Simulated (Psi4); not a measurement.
FIn (SMILES [F][In]), singlet, geometry from GFN2-xTB (such geometries of metal compounds can be far from the true shape) (core potentials on In); PBE/def2-SVP (Psi4 1.11).

The Psi4 input:
```
memory 2 GB

molecule {
0 1
  In   -0.00000000   -0.00000000   -0.31421463
  F     0.00000000    0.00000000    1.71072408
}

set basis def2-svp

energy('pbe')
print_variables()
```

The log (banner, timings and long lists left out):

```
   => Loading Basis Set <=

    Name: DEF2-SVP
    Role: ORBITAL
    Keyword: BASIS

    !!!  WARNING: ECP capability is in beta. Please check occupations closely.  !!!

         ---------------------------------------------------------
                                   SCF
               by Justin Turney, Rob Parrish, Andy Simmonett
                          and Daniel G. A. Smith
                              RKS Reference
         ---------------------------------------------------------

  ==> Geometry <==

    Molecular point group: c2v
    Full point group: C_inf_v

    Geometry (in Angstrom), charge = 0, multiplicity = 1:

       Center              X                  Y                   Z               Mass
    ------------   -----------------  -----------------  -----------------  -----------------
         IN           0.000000000000     0.000000000000    -0.287303557754   114.903878776000
         F            0.000000000000     0.000000000000     1.737635152246    18.998403162730

  Running in c2v symmetry.

  Rotational constants: A = ************  B =      0.25218  C =      0.25218 [cm^-1]
  Rotational constants: A = ************  B =   7560.13626  C =   7560.13626 [MHz]
  Nuclear repulsion =   49.391367907935354

  Charge       = 0
  Multiplicity = 1
  Electrons    = 30
  Nalpha       = 15
  Nbeta        = 15

  ==> Algorithm <==

  SCF Algorithm Type is DF.
  DIIS enabled.
  MOM disabled.
  Fractional occupation disabled.
  Guess Type is SAD.
  Energy threshold   = 1.00e-06
  Density threshold  = 1.00e-06
  Integral threshold = 1.00e-12

  ==> Primary Basis <==

  Basis Set: DEF2-SVP
    Blend: DEF2-SVP
    Number of shells: 16
    Number of basis functions: 40
    Number of Cartesian functions: 43
    Spherical Harmonics?: true
    Max angular momentum: 2

  Core potential: DEF2-SVP
    Number of shells: 4
    Number of ECP primitives: 18
    Number of ECP core electrons: 28
    Max angular momentum: 3

  ==> DFT Potential <==

   => LibXC <=

    Version 7.1.2
    S. Lehtola, C. Steigemann, M. J. T. Oliveira, and M. A. L. Marques,  SoftwareX 7, 1–5 (2018) (10.1016/j.softx.2017.11.002)

   => Composite Functional: PBE <=

    PBE GGA Exchange-Correlation Functional

    J.P. Perdew et. al., Phys. Rev. Lett., 77(18), 3865-3868, 1996

    Deriv               =              1
    GGA                 =           TRUE
    Meta                =          FALSE

    Exchange Hybrid     =          FALSE
    MP2 Hybrid          =          FALSE

   => Exchange Functionals <=

    1.0000     XC_GGA_X_PBE

   => Correlation Functionals <=

    1.0000     XC_GGA_C_PBE

   => LibXC Density Thresholds  <==

    XC_GGA_C_PBE:  1.00E-12
    XC_GGA_X_PBE:  1.00E-15

   => Molecular Quadrature <=

    Radial Scheme          =       TREUTLER
    Pruning Scheme         =           NONE
    Nuclear Scheme         =       TREUTLER

    Blocking Scheme        =         OCTREE
    BS radius alpha        =              1
    Pruning alpha          =              1
    Radial Points          =             75
    Spherical Points       =            302
    Total Points           =          42909
    Total Blocks           =            404
    Max Points             =            253
    Max Functions          =             40
    Weights Tolerance      =       1.00E-15

   => Loading Basis Set <=

    Name: (DEF2-SVP AUX)
    Role: JKFIT
    Keyword: DF_BASIS_SCF

  ==> Integral Setup <==

  SCF_SUBTYPE=INCORE selected. In-core MEM_DF algorithm will be used.
  Using in-core AOs.

  ==> MemDFJK: Density-Fitted J/K Matrices <==

    J tasked:                   Yes
    K tasked:                    No
    wK tasked:                   No
    Algorithm:                 Core
    Schwarz Cutoff:           1E-12
    Mask sparsity (%):       0.2500
    Fitting Condition:        1E-10

   => Auxiliary Basis Set <=

  Basis Set: (DEF2-SVP AUX)
    Blend: DEF2-UNIVERSAL-JKFIT
    Number of shells: 71
    Number of basis functions: 295
    Number of Cartesian functions: 402
    Spherical Harmonics?: true
    Max angular momentum: 5

  Minimum eigenvalue in the overlap matrix is 3.6318241326E-02.
  Reciprocal condition number of the overlap matrix is 1.2049656006E-02.
    Using symmetric orthogonalization.

  ==> Pre-Iterations <==

  SCF Guess: Superposition of Atomic Densities via on-the-fly atomic UHF (no occupation information).

   -------------------------
    Irrep   Nso     Nmo
   -------------------------
     A1        19      19
     A2         3       3
     B1         9       9
     B2         9       9
   -------------------------
    Total      40      40
   -------------------------

  ==> Iterations <==

                           Total Energy        Delta E     RMS |[F,P]|

   @DF-RKS iter SAD:  -288.72017568450661   -2.88720e+02   0.00000e+00
   @DF-RKS iter   1:  -289.70784850360184   -9.87673e-01   2.65858e-02 ADIIS/DIIS
   @DF-RKS iter   2:  -283.17376579488320    6.53408e+00   1.32446e-01 ADIIS
   @DF-RKS iter   3:  -289.27699174746851   -6.10323e+00   5.43257e-02 ADIIS/DIIS
   @DF-RKS iter   4:  -289.83171440897115   -5.54723e-01   1.20285e-02 ADIIS/DIIS
   @DF-RKS iter   5:  -289.85993186504800   -2.82175e-02   3.14926e-04 ADIIS/DIIS
   @DF-RKS iter   6:  -289.85995593682662   -2.40718e-05   1.33617e-04 ADIIS/DIIS
   @DF-RKS iter   7:  -289.85996154963550   -5.61281e-06   3.34165e-05 DIIS
   @DF-RKS iter   8:  -289.85996187323002   -3.23595e-07   3.00429e-06 DIIS
   @DF-RKS iter   9:  -289.85996187524233   -2.01231e-09   1.05253e-06 DIIS
   @DF-RKS iter  10:  -289.85996187553155   -2.89219e-10   3.50030e-08 DIIS
  Energy and wave function converged.

  ==> Post-Iterations <==

   Electrons on quadrature grid:
      Ntotal   =   29.9999895492 ; deviation = -1.045e-05

    Orbital Energies [Eh]
    ---------------------

    Doubly Occupied:

[...]
    Virtual:

[...]
      19A1    60.999305

    Final Occupation by Irrep:
             A1    A2    B1    B2
    DOCC [     8,    1,    3,    3 ]
    NA   [     8,    1,    3,    3 ]
    NB   [     8,    1,    3,    3 ]

  @DF-RKS Final Energy:  -289.85996187553155

   => Energetics <=

    Nuclear Repulsion Energy =             49.3913679079353543
    One-Electron Energy =                -573.8561576548152061
    Two-Electron Energy =                 261.7042444003070045
    DFT Exchange-Correlation Energy =     -27.0994165289586668
    Empirical Dispersion Energy =           0.0000000000000000
    VV10 Nonlocal Energy =                  0.0000000000000000
    Total Energy =                       -289.8599618755315532

Computation Completed

Properties will be evaluated at   0.000000,   0.000000,   0.000000 [a0]

Properties computed using the SCF density matrix

 Multipole Moments:

 ------------------------------------------------------------------------------------
     Multipole            Electronic (a.u.)      Nuclear  (a.u.)        Total (a.u.)
 ------------------------------------------------------------------------------------

 L = 1.  Multiply by 2.5417464519 to convert [e a0] to [Debye]
 Dipole X            :          0.0000000            0.0000000            0.0000000
 Dipole Y            :          0.0000000            0.0000000            0.0000000
 Dipole Z            :        -19.2147185           18.1514651           -1.0632535
 Magnitude           :                                                    1.0632535

 ------------------------------------------------------------------------------------

  Variable Map:
  ----------------------------------------------------------------------------
[...]
  Array Variable Map:
  ----------------------------------------------------------------------------
[...]
[...]
```
